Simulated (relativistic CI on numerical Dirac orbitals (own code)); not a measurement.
# Mn⁴⁺: 3d valence photoemission

Computed with this model: Dirac-Coulomb-Breit CI, orbitals from a KLI potential per configuration, a model potential for QED, valence Slater integrals scaled by 0.8, multiplet model of photoemission in the sudden approximation; configurations [Ar] 3d3 → [Ar] 3d2; 80 K; Lorentzian 0.21 eV and Gaussian 0.5 eV FWHM. Energies are those of the free ion, without screening or charge transfer. The energies are binding energies and can lie tens of eV above those of solids. S is read from ⟨S²⟩ = S(S + 1).

Field parameters in Wybourne normalisation: D3d B²₀ = −7Dσ, B⁴₀ = −14Dq − 21Dτ, B⁴₃ = −14√(10/7) Dq. The field is a parameter set, without covalency.

free ion: ground-state S = 1.50, centroid 71.56 eV. Peaks (eV, height): 71.1 (100), 73.3 (26).

D3d, 10Dq = 24150, Dσ = -1200, Dτ = -100 cm⁻¹: ground-state S = 1.50, centroid 72.72 eV. Peaks (eV, height): 72.6 (100).

D3d, 10Dq = 24150, Dσ = -720, Dτ = -100 cm⁻¹: ground-state S = 1.50, centroid 72.72 eV. Peaks (eV, height): 72.6 (100).

D3d, 10Dq = 24150, Dσ = 240, Dτ = -100 cm⁻¹: ground-state S = 1.50, centroid 72.72 eV. Peaks (eV, height): 72.6 (100).

Strongest unbroadened transitions for D3d, 10Dq = 24150, Dσ = -1200, Dτ = -100 cm⁻¹:

| Energy (eV) | Relative strength |
| --- | --- |
| 72.30 | 100.0 |
| 72.65 | 66.3 |
| 72.69 | 67.9 |
| 72.73 | 32.5 |
| 72.74 | 32.5 |
| 74.25 | 0.0 |
| 74.73 | 0.0 |
| 75.29 | 0.1 |
| 75.31 | 0.1 |
| 75.33 | 0.1 |
| 76.80 | 3.6 |
| 76.92 | 0.1 |
| 77.28 | 2.4 |
| 77.29 | 2.4 |
| 77.31 | 2.3 |
| 77.43 | 0.0 |
| 77.46 | 0.1 |
| 78.26 | 0.0 |
